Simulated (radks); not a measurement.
Results of a calculation; reference values are marked as such.
Ionisation of the tin ion Sn+, [Kr] 4d10 5s2 5p1, to [Kr] 4d10 5s2 as the strength of local exchange is varied. Level of theory: Dirac Kohn-Sham, Slater X-alpha exchange (alpha = 2/3 is LDA exchange), no correlation, spin-unpolarised, spherical densities, finite nucleus; open shells fill j = l - 1/2 first; Fermi nuclear charge, rms radius 4.6519 fm (a radial shooting solver on a logarithmic mesh with Libxc functionals).

alpha  E(Sn+) (hartree)  exchange (hartree)  IE (eV)  -e of the level emptied (eV)  <r> of it (bohr)
0.635       -6161.17452          -147.28705   13.273                 9.493 (5p1/2)             2.891
0.665       -6168.13678          -154.41457   13.531                 9.732 (5p1/2)             2.866
0.667       -6168.60120          -154.89027   13.548                 9.748 (5p1/2)             2.864
0.677       -6170.92382          -157.26983   13.635                 9.829 (5p1/2)             2.856
0.845       -6210.07039          -197.49859   15.132                11.227 (5p1/2)             2.727
0.916       -6226.68625          -214.64299   15.787                11.844 (5p1/2)             2.677

NIST Atomic Spectra Database: 14.633 eV (measured). The Delta-SCF value meets it near alpha = 0.79. Spin polarisation and multiplet splitting are left out, so open shells lie too high by an amount that depends on their filling.

Beside tabulated values, note that spin-unpolarised runs miss the spin-polarisation part of the exchange energy of open shells.
